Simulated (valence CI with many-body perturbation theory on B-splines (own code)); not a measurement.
**Xe⁴⁰⁺: input, log and results**

Calculated by configuration interaction combined with many-body perturbation theory (CI+MBPT): four valence electrons over a frozen Dirac-Fock core [Ne], radial functions for each j: 6 s, 6 p, 5 d, 3 f, 1 g, with the one-electron correlation potential Σ1 (screened to all orders), the two-electron term Σ2, the three-electron term Σ3, Breit, model QED; selected single and double excitations, second order for the rest, scaled by the run's own slope (own B-spline code, finite nucleus).

Command, and the settings that its task file holds:

```sh
python run_cv.py task.json out
```

```
atom Xe  Z=54  mass_number=132  rms_radius_fm=4.7859
core [Ne]
valence 3s2 3p2
avg = 1
basis = S
breit = 1
cap = 10000
capref = 1200
cscale = 1
de = 0.0
dress = 0
eps = 2e-08
extrap = 1
h = 0.27
hh = 1
l2 = 3
lcore = 6
maxit = 60
n2 = 5
natural = 1
nlev = 20
nno = [3, 3, 3, 2, 1]
nroot = 26
nsp = [3, 3, 2, 1, 0]
pt2 = 1
qed = 1
rpa = 1
s1 = 2
s2 = 1
s3 = 1
screen = 1
tol = 2e-05
whole = 1
```

It took 19 s on 1 thread of Intel(R) Xeon(R) Platinum 8259CL CPU @ 2.50GHz (Skylake/Cascade Lake), on a shared host.

Log. The first blocks belong to the next ion, which gives the ionisation energy. Fields: 2J, parity (1 odd), roots, reference size, generating configurations, candidates as configurations/state functions, variational space P, stored matrix elements, Davidson steps; e2 is the range of second-order energies in hartree. The first line gives the box (bohr), its intervals, the orbitals and the steps of their self-consistent field. Window is the range of levels sought, series limit the energy at which the first omitted orbital would enter, core excitation an estimate of the first excitation out of the core, left out the lowest levels not solved, and shifts from estimates the range by which levels moved from their first estimate, all in cm⁻¹.

```
rmax 2.1 intervals 56 orbitals 36 references ['3s2 3p2', '3s 3p3', '3s2 3p 3d', '3p4', '3s 3p2 3d'] scf 4 t 1.0
2J=1 par=1 roots 2 ref 37 generators 6 cand 678/961 P 708/998 nnz 0 it 0
2J=1 par=1 roots 2 ref 37 generators 8 cand 374/620 P 1082/1618 nnz 0 it 5
   second order: generators 13 cand 740/1071 e2 -0.00000 -0.00000
reference levels 484, estimated 63, window 2589216 1/cm; series limit 16337350, core excitation 33944013
2J=0 par=0 roots 3 ref 24 generators 11 cand 502/951 P 2194/3469 nnz 1e+06 it 3
2J=0 par=0 roots 3 ref 24 generators 14 cand 431/850 P 2625/4319 nnz 1.5e+06 it 4
   second order: generators 19 cand 2317/4746 e2 -0.00001 -0.00000
2J=2 par=0 roots 3 ref 41 generators 8 cand 343/986 P 1155/3505 nnz 1.5e+06 it 4
2J=2 par=0 roots 3 ref 41 generators 13 cand 1530/6416 P 2685/9921 nnz 9.2e+06 it 6
   second order: generators 17 cand 2179/10528 e2 -0.00002 -0.00001
2J=4 par=0 roots 4 ref 62 generators 12 cand 327/976 P 1084/3500 nnz 1.6e+06 it 4
2J=4 par=0 roots 4 ref 62 generators 22 cand 1328/6428 P 2412/9928 nnz 9.4e+06 it 7
   second order: generators 29 cand 3643/24747 e2 -0.00025 -0.00003
2J=4 par=1 roots 8 ref 65 generators 19 cand 258/998 P 1051/3523 nnz 1.5e+06 it 6
2J=4 par=1 roots 8 ref 65 generators 20 cand 1331/6421 P 2382/9944 nnz 9.3e+06 it 8
   second order: generators 31 cand 3127/19547 e2 -0.00011 -0.00003
2J=2 par=1 roots 6 ref 53 generators 17 cand 286/1010 P 1242/3557 nnz 1.5e+06 it 4
2J=2 par=1 roots 6 ref 53 generators 19 cand 1602/6420 P 2844/9977 nnz 8.5e+06 it 6
   second order: generators 30 cand 3220/16906 e2 -0.00003 -0.00001
2J=6 par=1 roots 4 ref 57 generators 13 cand 210/1013 P 1040/3552 nnz 1.6e+06 it 5
2J=6 par=1 roots 4 ref 57 generators 17 cand 1311/6410 P 2351/9962 nnz 9.6e+06 it 7
   second order: generators 27 cand 3313/24581 e2 -0.00009 -0.00004
2J=0 par=1 roots 2 ref 20 generators 8 cand 401/681 P 2062/3198 nnz 9.2e+05 it 4
2J=0 par=1 roots 2 ref 20 generators 11 cand 466/831 P 2528/4029 nnz 1.4e+06 it 5
   second order: generators 14 cand 1756/3523 e2 -0.00001 -0.00001
2J=8 par=1 roots 1 ref 38 generators 5 cand 349/1611 P 1331/5207 nnz 3.3e+06 it 4
2J=8 par=1 roots 1 ref 38 generators 8 cand 633/2485 P 1964/7692 nnz 6.1e+06 it 5
   second order: generators 11 cand 2120/13905 e2 -0.00004 -0.00004
2J=6 par=0 roots 1 ref 44 generators 5 cand 206/817 P 874/3336 nnz 1.5e+06 it 4
2J=6 par=0 roots 1 ref 44 generators 7 cand 1174/6616 P 2048/9952 nnz 1e+07 it 6
   second order: generators 14 cand 2634/16248 e2 -0.00012 -0.00012
left out: unestimated 3819036, estimated 3049236, shifts from estimates -1 to 35
operators 0.8
```

The Davidson iterations converged. The settings are bad on purpose, so the numbers may not be properties of the ion.

The last digits are not significant, and no measured levels were compared; by estimate large intervals hold to a few tenths of a per cent, small ones and those within an open d or f shell to about a per cent.

```yaml
Valence_energy: -464.1918 hartree
Ionisation_energy: "2978.4 eV (NIST: 2975 ± 4 eV (theoretical))"
Reference_configurations_for_the_orbitals: 3s2 3p2, 3s 3p3, 3s2 3p 3d, 3p4, 3s 3p2 3d
Radial_orbitals: 36
Box_radius: 2.056 bohr
Largest_variational_space: 9977
Lowest_levels: (3s^2 3p1/2^2) J=0 0.00, (3s^2 3p1/2 3p3/2) J=1 73.90, (3s^2 3p1/2 3p3/2) J=2 80.31, (3s^2 3p3/2^2) J=2 158.83, (3s^2 3p3/2^2) J=0 172.82, (3s 3p1/2^2 3p3/2) J=2 175.62, (3s 3p1/2^2 3p3/2) J=1 195.48, (3s^2 3p1/2 3d3/2) J=2 220.66, (3s 3p1/2 3p3/2^2) J=2 [a] 237.71, (3s^2 3p1/2 3d5/2) J=3 245.42, (3s^2 3p1/2 3d3/2) J=1 247.38, (3s^2 3p1/2 3d5/2) J=2 261.30, (3s 3p1/2 3p3/2^2) J=3 263.97, (3s 3p1/2 3p3/2^2) J=0 268.06 eV
```

Levels are named by their leading jj configuration (3d3/2^4 stands for four electrons in 3d with j = 3/2), which in mixed levels can hold well under half, so a name can repeat and another be missing. Letters in brackets count levels of one name in rising energy.
